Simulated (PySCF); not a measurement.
Calculation: ωB97X-D3(BJ)/def2-TZVP // PBE0-D3(BJ)/def2-SVP run with PySCF. All species are isolated molecules in the gas phase. Excitations are Tamm–Dancoff values on a coarser integration grid. The basis has no diffuse functions, so Rydberg states are missing or too high.

Reference species (SMILES): `c1cc2cccccc-2c1[SiH3]` (neutral, multiplicity 1).

- LUMO: -0.45 eV
- brightest of the four lowest singlets (TDA): 5.47 eV
- S1 excitation (TDA): 2.61 eV
- HOMO: -7.79 eV

Changed species: `[SiH3]c1cccc2cccc-2c1`.

Question: Predict the effect on the LUMO, brightest of the four lowest singlets (TDA), S1 excitation (TDA) and HOMO.

Answer: the LUMO hardly moves; the brightest of the four lowest singlets (TDA) rises by 0.13 eV, to 5.60 eV; the S1 excitation (TDA) drops by 0.06 eV, to 2.55 eV; the HOMO increases by 0.05 eV, to -7.74 eV.
